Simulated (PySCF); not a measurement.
**How exact exchange moves a shielding**

Molecule: `CC#C[Si@@H]([SiH3])Cl`, C3H7ClSi2.

Structure with atom numbers: `[CH3:1][C:2]#[C:3][Si@@H:4]([SiH3:5])[Cl:6]` (H(Xn): hydrogen on atom n).

GIAO shieldings (ppm, equivalent atoms averaged) in PySCF 2.14 on the PBE0-D3(BJ)/def2-SVP geometry, basis pcSseg-1, gas phase, non-relativistic:

```csv
functional,exact exchange (%),σ(C3),σ(C1),σ(Si4),σ(Si5)
BLYP,0,95.1,169.3,355.2,426.3
BP86,0,98.6,173.1,364.6,436.0
PBE,0,98.7,173.7,365.8,438.8
B3LYP,20,98.1,173.5,367.8,436.6
PBE0,25,102.4,178.3,381.4,450.9
BHandHLYP,50,102.3,178.8,387.5,452.1
HF,100,110.7,186.3,423.8,479.9
```

Problem. Fit each shielding as a line in the percentage of exact exchange.

Solution. σ(C3) = 97.3 + 0.13 x (rms 1.6 ppm); σ(C1) = 172.2 + 0.14 x (rms 1.7 ppm); σ(Si4) = 361.0 + 0.61 x (rms 4.5 ppm); σ(Si5) = 433.2 + 0.45 x (rms 5.0 ppm). The functionals also differ in their semilocal parts, which the line can't hold; Hartree–Fock has no correlation at all.

Problem. What does the line predict for mPW1PW91 (25 %), and what does the run give?

Solution. σ(C3): 100.5 predicted, 101.9 computed; σ(C1): 175.7 predicted, 177.2 computed; σ(Si4): 376.2 predicted, 379.8 computed; σ(Si5): 444.4 predicted, 447.7 computed ppm.
